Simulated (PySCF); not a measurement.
**`FC=C=C=C=C(F)[SiH3]`, C$_{5}$H$_{4}$F$_{2}$Si**

Molfile (atoms numbered from 1):
```
C5H4F2Si
     RDKit          3D

 12 11  0  0  0  0  0  0  0  0999 V2000
    4.4845    0.5069   -0.1499 F   0  0  0  0  0  0  0  0  0  0  0  0
    3.5636   -0.1689    0.5249 C   0  0  0  0  0  0  0  0  0  0  0  0
    2.3091   -0.2655    0.1363 C   0  0  0  0  0  0  0  0  0  0  0  0
    1.0777   -0.3994   -0.1894 C   0  0  0  0  0  0  0  0  0  0  0  0
   -0.1534   -0.5347   -0.5172 C   0  0  0  0  0  0  0  0  0  0  0  0
   -1.4431   -0.5869   -0.7969 C   0  0  0  0  0  0  0  0  0  0  0  0
   -1.9429   -1.5733   -1.5601 F   0  0  0  0  0  0  0  0  0  0  0  0
   -2.7168    0.6760   -0.1990 Si  0  0  0  0  0  4  0  0  0  0  0  0
    3.9579   -0.6329    1.4359 H   0  0  0  0  0  0  0  0  0  0  0  0
   -2.0172    1.6594    0.6721 H   0  0  0  0  0  0  0  0  0  0  0  0
   -3.7882   -0.0371    0.5559 H   0  0  0  0  0  0  0  0  0  0  0  0
   -3.3211    1.3520   -1.3841 H   0  0  0  0  0  0  0  0  0  0  0  0
  1  2  1  0
  2  3  2  0
  3  4  2  0
  4  5  2  0
  5  6  2  0
  6  7  1  0
  6  8  1  0
  2  9  1  0
  8 10  1  0
  8 11  1  0
  8 12  1  0
M  END
```

Theory: PySCF, quadratic response CAM-B3LYP/aug-cc-pVDZ first hyperpolarisability, Taylor convention, gas phase. Geometry: PBE0-D3(BJ)/def2-SVP.

Question: Give β for the processes computed.

Answer: In au, Taylor convention; the vector part is βᵢ = ⅓ Σⱼ (βᵢⱼⱼ + βⱼᵢⱼ + βⱼⱼᵢ); β∥ is 3/5 of the vector part along the dipole, the dipole points from − to +:
```csv
process,λ (nm),β vector norm,β∥,β HRS,depolarisation ratio
"static β(0;0,0)",∞,258.7,-132.6,108.8,4.76
"second harmonic β(−2ω;ω,ω)",1907,268.5,-138.1,113.4,4.75
"Pockels β(−ω;ω,0)",1907,261.9,-134.4,–,–
"second harmonic β(−2ω;ω,ω)",1064,293.1,-151.9,125.3,4.72
"Pockels β(−ω;ω,0)",1064,269.2,-138.4,–,–
```

Question: Which lowest excitations, dipole and polarisabilities go with it?

Answer: S1 3.51 eV (f = 0.001); S2 3.77 eV (f = 0.000); S3 4.57 eV (f = 0.005); dipole 1.79 D; isotropic α 116.7 au static, 117.6 au at 1907 nm, 119.4 au at 1064 nm, 120.1 au at 953.5 nm, 128.9 au at 532 nm.
